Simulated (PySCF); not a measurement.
Here is a computed GFN2-xTB geometry (Å):
```
atom  x, y, z in Å
C1    -2.4746   -0.8062    0.1050
O2    -1.9085    0.4680   -0.1592
C3    -0.5813    0.5427   -0.1332
C4     0.0417    1.7833   -0.3953
N5     1.3476    1.9024   -0.3900
C6     2.0758    0.8220   -0.1286
C7     1.4663   -0.4012    0.1380
C8     2.2487   -1.5528    0.4152
N9     2.9183   -2.4575    0.6270
N10    0.1352   -0.5359    0.1344
H11   -2.1950   -1.1510    1.1026
H12   -2.1312   -1.5387   -0.6286
H13   -3.5515   -0.6731    0.0350
H14   -0.5447    2.6643   -0.6079
H15    3.1489    0.9417   -0.1365
```

Neutral, closed shell.

**Question.** Read off the bonds between heavy atoms and their formal orders.

**Answer.** C1–O2 1.42 Å (single); O2–C3 1.33 Å (single); C3–C4 1.41 Å (aromatic); C4–N5 1.31 Å (aromatic); N5–C6 1.33 Å (aromatic); C6–C7 1.39 Å (aromatic); C7–C8 1.42 Å (single); C8–N9 1.15 Å (triple); C7–N10 1.34 Å (aromatic); C3–N10 1.32 Å (aromatic). Bonds to hydrogen (Å): C1–H11 1.09; C1–H12 1.09; C1–H13 1.09; C4–H14 1.08; C6–H15 1.08.

**Question.** Which species is it?

**Answer.** `COc1cncc(C#N)n1`, C6H5N3O. Among its features: nitrile, pyridine-type ring nitrogen and ether.

**Question.** What is the point group of this geometry?

**Answer.** Cs (every atom within 0.08 Å of its image).

**Question.** Which rings does it hold?

**Answer.** C3–C4–N5–C6–C7–N10 (6 members, 0.00 Å rms from planarity).

**Question.** Describe the place of each heavy atom.

**Answer.** C1: methoxy carbon; O2: aryl ether oxygen; C3: aromatic carbon bearing oxygen; C4: aromatic CH next to a ring nitrogen; N5: pyridine-type nitrogen; C6: aromatic CH next to a ring nitrogen; C7: substituted aromatic carbon; C8: nitrile carbon; N9: nitrile nitrogen; N10: pyridine-type nitrogen.

**Question.** What is the arrangement about C4?

**Answer.** It has 3 neighbours (C3, N5, H14) and is planar (angles 121.2°, 120.9° and 117.9°, sum 360.0°, 0.00 Å off the plane of its three neighbours).

**Question.** What is the arrangement about N5?

**Answer.** It has 2 neighbours (C4, C6) and is bent (angle 118.2°).
